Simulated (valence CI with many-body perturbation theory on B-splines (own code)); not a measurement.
E1 transitions of Er53+

Level of theory: configuration interaction combined with many-body perturbation theory (CI+MBPT): five valence electrons over a frozen Dirac-Fock core [Ne], radial functions for each j: 9 s, 9 p, 8 d, 6 f, 3 g, 1 h, with the one-electron correlation potential Σ1 (screened to all orders), the two-electron term Σ2, the three-electron term Σ3, Breit, model QED; selected single and double excitations, second order for the rest (own B-spline code, finite nucleus).

The last digits are not significant, and no measured levels were compared; by estimate large intervals hold to a few tenths of a per cent, small ones and those within an open d or f shell to about a per cent. Among the levels kept, up to 580 cm⁻¹ of a level comes from second order outside the variational space, and about a tenth of that is noise between levels of different J, which matters for small intervals.

Lines 151 to 200 of 214 in falling wavelength, among levels below 712.71 eV, chosen from the strongest by gf and those to the six lowest levels. Wavelengths and rates use the calculated energies. Electric multipoles are in the length gauge, E1 and E2 with the static RPA response of the core. Weak lines are less certain than strong ones. Lines between different terms over intervals too small for the method are left out, as are lines whose strength nearly cancels. The highest levels of a list are the least certain.

Levels are named by their leading jj configuration (3d3/2^4 stands for four electrons in 3d with j = 3/2), which in mixed levels can hold well under half, so a name can repeat and another be missing. Letters in brackets count levels of one name in rising energy.

```csv
λ vac (nm),Upper,Lower,A (s⁻¹),S (a.u.)
3.400,(3s 3p1/2 3p3/2^3) J=3/2 [a],(3s^2 3p1/2 3p3/2^2) J=1/2,1.76e+10,1.37e-03
3.324,(3s 3p1/2^2 3p3/2 3d3/2) J=5/2 [a],(3s^2 3p1/2^2 3d3/2) J=3/2,1.99e+09,2.16e-04
3.306,(3s 3p1/2^2 3p3/2 3d3/2) J=3/2 [a],(3s^2 3p1/2^2 3d3/2) J=3/2,2.01e+10,1.43e-03
3.305,(3s^2 3p1/2 3d3/2^2) J=5/2,(3s^2 3p1/2^2 3d5/2) J=5/2,7.21e+08,7.71e-05
3.291,(3s 3p1/2^2 3p3/2 3d3/2) J=1/2 [a],(3s^2 3p1/2^2 3d3/2) J=3/2,1.93e+09,6.80e-05
3.283,(3s 3p1/2^2 3p3/2^2) J=5/2,(3s^2 3p1/2^2 3p3/2) J=3/2,1.79e+11,1.87e-02
3.283,(3s 3p1/2^2 3p3/2 3d5/2) J=5/2 [a],(3s^2 3p1/2^2 3d5/2) J=5/2,1.08e+11,1.13e-02
3.277,(3s 3p1/2 3p3/2^3) J=3/2 [a],(3s^2 3p1/2 3p3/2^2) J=5/2,2.77e+10,1.92e-03
3.218,(3s 3p1/2^2 3p3/2 3d5/2) J=7/2 [a],(3s^2 3p1/2^2 3d5/2) J=5/2,1.99e+10,2.61e-03
3.207,(3s 3p1/2^2 3p3/2 3d5/2) J=3/2 [a],(3s^2 3p1/2^2 3d5/2) J=5/2,7.13e+10,4.64e-03
3.186,(3s 3p1/2 3p3/2^3) J=3/2 [a],(3s^2 3p1/2 3p3/2^2) J=3/2,5.97e+11,3.81e-02
3.147,(3s 3p1/2 3p3/2^3) J=5/2,(3s^2 3p1/2 3p3/2^2) J=5/2,6.21e+11,5.73e-02
3.111,(3s 3p1/2 3p3/2^3) J=1/2,(3s^2 3p1/2 3p3/2^2) J=1/2,7.04e+11,2.09e-02
3.111,(3s 3p1/2^2 3p3/2 3d3/2) J=3/2 [b],(3s^2 3p1/2^2 3d3/2) J=3/2,3.06e+11,1.82e-02
3.094,(3s 3p1/2 3p3/2^3) J=3/2 [b],(3s^2 3p1/2 3p3/2^2) J=1/2,1.94e+11,1.14e-02
3.093,(3s 3p1/2^2 3p3/2 3d5/2) J=7/2 [b],(3s^2 3p1/2^2 3d5/2) J=5/2,4.87e+11,5.69e-02
3.064,(3s 3p1/2 3p3/2^3) J=5/2,(3s^2 3p1/2 3p3/2^2) J=3/2,7.61e+08,6.48e-05
3.063,(3s 3p1/2^2 3p3/2^2) J=3/2,(3s^2 3p1/2^2 3p3/2) J=3/2,4.85e+11,2.75e-02
3.056,(3s 3p1/2^2 3p3/2^2) J=1/2,(3s^2 3p1/2^2 3p3/2) J=3/2,3.44e+11,9.69e-03
3.023,(3s 3p1/2^2 3p3/2 3d3/2) J=5/2 [b],(3s^2 3p1/2^2 3d3/2) J=3/2,6.22e+11,5.09e-02
3.001,(3s 3p1/2^2 3p3/2 3d5/2) J=5/2 [b],(3s^2 3p1/2^2 3d5/2) J=5/2,2.89e+11,2.32e-02
2.996,(3s 3p1/2^2 3p3/2 3d3/2) J=1/2 [b],(3s^2 3p1/2^2 3d3/2) J=3/2,6.94e+11,1.84e-02
2.996,(3s 3p1/2^2 3p3/2 3d5/2) J=3/2 [b],(3s^2 3p1/2^2 3d5/2) J=5/2,2.55e+11,1.35e-02
2.991,(3s 3p1/2 3p3/2^3) J=3/2 [b],(3s^2 3p1/2 3p3/2^2) J=5/2,1.10e+12,5.82e-02
2.974,(3s^2 3p1/2 3d3/2^2) J=3/2,(3s^2 3p1/2^2 3d5/2) J=5/2,1.86e+11,9.67e-03
2.931,(3s 3p1/2 3p3/2^3) J=1/2,(3s^2 3p1/2 3p3/2^2) J=3/2,5.37e+11,1.33e-02
2.916,(3s 3p1/2 3p3/2^3) J=3/2 [b],(3s^2 3p1/2 3p3/2^2) J=3/2,1.28e+11,6.24e-03
2.892,(3s^2 3p1/2 3p3/2 3d3/2) J=5/2 [a],(3s^2 3p1/2^2 3p3/2) J=3/2,1.73e+09,1.24e-04
2.874,(3s^2 3p1/2 3p3/2 3d3/2) J=3/2 [a],(3s^2 3p1/2^2 3p3/2) J=3/2,1.27e+11,5.93e-03
2.873,(3s^2 3p1/2 3p3/2 3d3/2) J=1/2 [a],(3s^2 3p1/2^2 3p3/2) J=3/2,3.24e+09,7.59e-05
2.870,(3s^2 3p1/2 3d3/2 3d5/2) J=7/2,(3s^2 3p1/2^2 3d5/2) J=5/2,3.98e+10,3.71e-03
2.847,(3s^2 3p1/2 3d3/2 3d5/2) J=5/2,(3s^2 3p1/2^2 3d5/2) J=5/2,5.90e+10,4.03e-03
2.814,(3s^2 3p1/2 3d3/2^2) J=5/2,(3s^2 3p1/2^2 3d3/2) J=3/2,9.41e+11,6.21e-02
2.797,(3s 3p1/2^2 3p3/2 3d5/2) J=5/2 [a],(3s^2 3p1/2^2 3d3/2) J=3/2,4.77e+08,3.09e-05
2.774,(3s^2 3p3/2^2 3d3/2) J=3/2,(3s^2 3p1/2 3p3/2^2) J=1/2,1.50e+11,6.31e-03
2.766,(3s^2 3p3/2^2 3d3/2) J=1/2,(3s^2 3p1/2 3p3/2^2) J=1/2,1.70e+11,3.55e-03
2.742,(3s 3p1/2^2 3p3/2 3d5/2) J=3/2 [a],(3s^2 3p1/2^2 3d3/2) J=3/2,2.84e+07,1.16e-06
2.708,(3s^2 3p3/2^2 3d3/2) J=5/2,(3s^2 3p1/2 3p3/2^2) J=5/2,1.13e+12,6.63e-02
2.708,(3s^2 3p3/2^2 3d3/2) J=7/2,(3s^2 3p1/2 3p3/2^2) J=5/2,1.19e+12,9.36e-02
2.691,(3s^2 3p3/2^2 3d3/2) J=3/2,(3s^2 3p1/2 3p3/2^2) J=5/2,8.68e+11,3.34e-02
2.659,(3s^2 3p1/2 3p3/2 3d3/2) J=5/2 [b],(3s^2 3p1/2^2 3p3/2) J=3/2,1.75e+12,9.73e-02
2.646,(3s^2 3p3/2^2 3d3/2) J=5/2,(3s^2 3p1/2 3p3/2^2) J=3/2,5.93e+11,3.25e-02
2.630,(3s^2 3p3/2^2 3d3/2) J=3/2,(3s^2 3p1/2 3p3/2^2) J=3/2,1.45e+12,5.19e-02
2.623,(3s^2 3p3/2^2 3d3/2) J=1/2,(3s^2 3p1/2 3p3/2^2) J=3/2,2.43e+12,4.33e-02
2.618,(3s 3p1/2^2 3p3/2 3d5/2) J=1/2,(3s^2 3p1/2^2 3d3/2) J=3/2,5.48e+08,9.71e-06
2.612,(3s^2 3p1/2 3p3/2 3d3/2) J=1/2 [b],(3s^2 3p1/2^2 3p3/2) J=3/2,2.25e+12,3.95e-02
2.612,(3s^2 3p1/2 3p3/2 3d3/2) J=3/2 [b],(3s^2 3p1/2^2 3p3/2) J=3/2,3.13e+12,1.10e-01
2.594,(3s^2 3p1/2 3d3/2^2) J=1/2,(3s^2 3p1/2^2 3d3/2) J=3/2,2.10e+12,3.62e-02
2.590,(3s 3p1/2^2 3p3/2 3d5/2) J=5/2 [b],(3s^2 3p1/2^2 3d3/2) J=3/2,2.20e+08,1.13e-05
2.586,(3s 3p1/2^2 3p3/2 3d5/2) J=3/2 [b],(3s^2 3p1/2^2 3d3/2) J=3/2,1.11e+12,3.79e-02
```
